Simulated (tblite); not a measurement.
Start geometry of `CC(C)(C[SiH3])C[SiH2][SiH3]` from a force field or distance geometry (Å):
```
atom  x, y, z in Å
C1    -1.7264    0.4747    1.4816
C2    -0.9260   -0.3212    0.4278
C3    -1.0439   -1.8216    0.8339
C4    -1.5481   -0.1433   -0.9889
Si5   -1.6144    1.5333   -1.7942
C6     0.5628    0.1290    0.5423
Si7    1.8894   -0.6486   -0.5484
Si8    3.9240    0.3612   -0.0997
H9    -2.7960    0.2245    1.4347
H10   -1.6395    1.5568    1.3400
H11   -1.3949    0.2566    2.4988
H12   -0.5807   -2.4807    0.0995
H13   -0.6014   -2.0123    1.8175
H14   -2.1022   -2.1165    0.8915
H15   -1.0438   -0.8155   -1.6807
H16   -2.5882   -0.5071   -0.9306
H17   -0.2409    2.0914   -1.9409
H18   -2.2313    1.4133   -3.1469
H19   -2.4241    2.4755   -0.9777
H20    0.9018   -0.0234    1.5881
H21    0.6175    1.2205    0.3904
H22    1.9625   -2.1091   -0.2648
H23    1.5260   -0.4678   -1.9631
H24    4.9866   -0.2376   -0.9486
H25    4.2819    0.1757    1.3302
H26    3.8281    1.8149   -0.3731
```

What comes out of this run: GFN2-xTB geometry optimisation, gas phase (tblite 0.8.0)?

```
atom  x, y, z in Å
C1    -1.788    0.465    1.456
C2    -0.941   -0.340    0.464
C3    -1.018   -1.818    0.863
C4    -1.510   -0.180   -0.951
Si5   -1.516    1.554   -1.732
C6     0.510    0.148    0.551
Si7    1.827   -0.643   -0.581
Si8    3.865    0.349   -0.135
H9    -2.838    0.191    1.373
H10   -1.697    1.532    1.267
H11   -1.465    0.271    2.477
H12   -0.505   -2.444    0.137
H13   -0.559   -1.977    1.837
H14   -2.056   -2.143    0.920
H15   -0.965   -0.850   -1.620
H16   -2.542   -0.545   -0.940
H17   -0.162    2.090   -1.890
H18   -2.131    1.431   -3.056
H19   -2.309    2.502   -0.944
H20    0.843    0.017    1.586
H21    0.519    1.226    0.371
H22    1.869   -2.097   -0.351
H23    1.446   -0.485   -1.994
H24    4.942   -0.214   -0.952
H25    4.290    0.191    1.259
H26    3.868    1.792   -0.395
```

The energy falls by 16.7 kJ/mol over 61 L-BFGS steps, the largest force on an atom goes from 1.22 to 0.009 eV/Å, and the atoms move by 0.084 Å rms after alignment. The bond that changes most is C4–Si5 (sp3 carbon bound to silicon to SiH3 silicon), which lengthens by 0.040 Å. Bonds longer at the end by more than 0.005 Å: 2 of 25; shorter: 19. Among the angles that change most is H24–Si8–H26, from 109.6° to 106.1°. Rotational constants go from 1486, 580.8, 489.9 to 1500, 603.2, 505.8 MHz. The orientation of the end geometry is arbitrary; only internal coordinates are fixed.

The run took 3.2 s wall, 2.6 s CPU on one thread of an Intel Xeon at 2.50 GHz, on a shared host.

Its lowest GFN2-xTB frequency is 14i cm⁻¹, too small to tell a flat minimum from a shallow saddle. One conformer, not necessarily the lowest. 3 starts were optimised and ended at 0.00, 0.03 and 0.57 kcal/mol (GFN2-xTB); the lowest of these is shown.

These are computed values.
